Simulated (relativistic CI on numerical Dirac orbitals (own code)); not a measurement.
Energy levels of Bi+

These numbers are calculated, not measured: Dirac-Coulomb-Breit CI, KLI orbitals optimised for each configuration, QED by a radiative potential, valence Slater integrals scaled by 0.85, configuration energies shifted to the measured levels that pair with them (semi-empirical) (own radial code, finite nucleus).

Configuration list (outside the closed core [Xe] 4f14 5d10): 6s2 6p2, 6s2 6p 7s, 6s 6p3, 6s2 6p 6d, 6s2 6p 7p, 6s2 6p 5f, 6s2 6p 7d, 6s2 6d2, 6p4, 6s2 6p 8s, 6s2 6p 8p, 6s 6p2 6d, 6s2 5f2, 6s2 6p 6f, 6s2 6p 8d, 6s2 6p 5g, 6s2 6p 7f, 6s2 6p 8f. Levels of other configurations are missing.

The lowest level is 6s2 6p2 3P_0, with 81 % of that term; Hund's rules for 6s2 6p2 give 3P with J = 0, in agreement.

| No. | Configuration | Term | J | E (cm⁻¹) | % | Next component (%) |
| --- | --- | --- | --- | --- | --- | --- |
| 1 | 6s2 6p2 | 3P | 0 | 0.0 | 81 | 17 1S |
| 2 | 6s2 6p2 | 3P | 1 | 13174.4 | 99 | 1 6s 6p2 6d 3P |
| 3 | 6s2 6p2 | 3P | 2 | 17239.9 | 53 | 46 1D |
| 4 | 6s2 6p2 | 1D | 2 | 33909.5 | 52 | 46 3P |
| 5 | 6s2 6p2 | 1S | 0 | 43378.8 | 79 | 18 3P |
| 6 | 6s2 6p 7s | 3P° | 0 | 68749.2 | 100 |  |
| 7 | 6s2 6p 7s | 3P° | 1 | 69205.6 | 69 | 29 1P° |
| 8 | 6s 6p3(4S°)‡ | 5S° | 2 | 73853.6 | 67 | 14 3P° |
| 9 | 6s2 6p 6d‡ | 3F° | 2 | 79041.5 | 71 | 22 1D° |
| 10 | 6s2 6p 6d‡ | 3D° | 1 | 80250.4 | 47 | 16 6s 6p3 3D° |
| 11 | 6s2 6p 6d‡ | 3D° | 2 | 80950.2 | 30 | 25 3P° |
| 12 | 6s2 6p 6d‡ | 3F° | 3 | 82128.8 | 53 | 26 3D° |
| 13 | 6s2 6p 7p | 3D | 1 | 83916.6 | 72 | 24 1P |
| 14 | 6s2 6p 7p | 3P | 0 | 86624.2 | 74 | 25 1S |
| 15 | 6s2 6p 7p | 3P | 1 | 87974.8 | 49 | 27 3S |
| 16 | 6s2 6p 7p | 3D | 2 | 88219.0 | 56 | 27 1D |
| 17 | 6s2 6p 7s | 3P° | 2 | 89156.6 | 99 |  |
| 18 | 6s2 6p 7s | 1P° | 1 | 90441.0 | 61 | 27 3P° |
| 19 | 6s 6p3(2D°)‡ | 3D° | 2 | 95068.9 | 37 | 23 6s2 6p 6d 1D° |
| 20 | 6s 6p3(2D°)‡ | 3D° | 3 | 95725.2 | 42 | 29 6s2 6p 6d 3D° |
| 21 | 6s 6p3(2D°)‡ | 3D° | 1 | 96247.6 | 39 | 12 6s2 6p 6d 1P° |
| 22 | 6s2 6p 6d‡ | 3P° | 2 | 99633.9 | 35 | 26 1D° |
| 23 | 6s2 6p 6d‡ | 3F° | 4 | 99812.2 | 99 | 1 6s2 6p 7d 3F° |
| 24 | 6s2 6p 6d‡ | 3P° | 0 | 99828.1 | 55 | 28 6s 6p3 3P° |
| 25 | 6s2 6p 6d‡ | 3P° | 1 | 100527.5 | 49 | 16 6s 6p3 3P° |
| 26 | 6s2 6p 8s‡ | 3P° | 1 | 101432.6 | 49 | 25 1P° |
| 27 | 6s2 6p 8s‡ | 3P° | 0 | 101531.9 | 82 | 16 6s2 6p 6d 3P° |
| 28 | 6s2 6p 6d‡ | 3D° | 2 | 102856.2 | 37 | 20 3P° |
| 29 | 6s2 6p 6d‡ | 1F° | 3 | 103233.0 | 27 | 21 6s2 6p 7d 3F° |
| 30 | 6s2 6p 5f‡ | 3D | 3 | 104664.3 | 47 | 26 1F |
| 31 | 6s2 6p 5f‡ | 3F | 2 | 104769.0 | 36 | 23 1D |
| 32 | 6s2 6p 5f‡ | 3G | 3 | 104822.8 | 70 | 18 3F |
| 33 | 6s2 6p 7d‡ | 3F° | 2 | 105040.6 | 69 | 21 1D° |
| 34 | 6s2 6p 5f‡ | 3G | 4 | 105068.0 | 42 | 31 1G |
| 35 | 6s2 6p 7p | 3P | 1 | 105577.8 | 44 | 33 1P |
| 36 | 6s2 6p 7p | 3D | 2 | 106361.1 | 31 | 25 3P |
| 37 | 6s2 6p 8p‡ | 3D | 1 | 107195.9 | 70 | 23 1P |
| 38 | 6s2 6p 8p‡ | 3P | 0 | 108032.3 | 64 | 29 1S |
| 39 | 6s2 6p 7p | 3D | 3 | 108280.7 | 93 | 2 6s2 6p 5f 3F |
| 40 | 6s2 6p 7p | 3S | 1 | 108418.4 | 38 | 20 6s2 6p 8p 3P |
| 41 | 6s2 6p 7d‡ | 3D° | 1 | 108546.2 | 23 | 22 1P° |
| 42 | 6s2 6p 8p‡ | 3D | 2 | 108850.3 | 39 | 24 1D |
| 43 | 6s2 6p 8p‡ | 3P | 1 | 109088.5 | 30 | 23 6s2 6p 7p 3S |
| 44 | 6s2 6p 7d‡ | 3P° | 2 | 109599.5 | 30 | 18 3D° |
| 45 | 6s2 6p 6d‡ | 1P° | 1 | 109742.1 | 46 | 19 6s2 6p 7d 3D° |

Energies count from the lowest computed level; ° marks odd parity. Percentages are summed over parent terms; the parents shown are those of the largest component, closed shells are left out there. ‡ marks configurations that were not tied to measured data.

The mean weight of the leading LS term, summed over parents, in these 45 levels is 56 %, and that of the leading jj configuration (from the same eigenvectors) 77 %, so jj coupling describes them better and the LS labels are nominal.

Configurations whose levels could be paired with our table of measured levels were shifted onto them, all but the ground configuration, by the median error of their levels; single terms can still be off by 1,000 to 2,000 cm⁻¹ or more, and rates follow the energies as ν³ (E1, M1) or ν⁵ (E2). The others borrow a shift and can be off by several thousand cm⁻¹ or more. The fine structure of a lone outer electron comes out too small, for d and f at times inverted, and misplaced configurations move strength between like terms. 9 of the 25 excited levels that our extract of the measured tables holds in this range could be paired (the sources list more); they are missed by 322 cm⁻¹ on average and 795 at most, after the shifts were fitted to these levels, and levels without a partner can miss by more.

LS names give the leading component of a level, which can be under half, so a name can repeat, a term be missing and a line seem to break the LS rules.
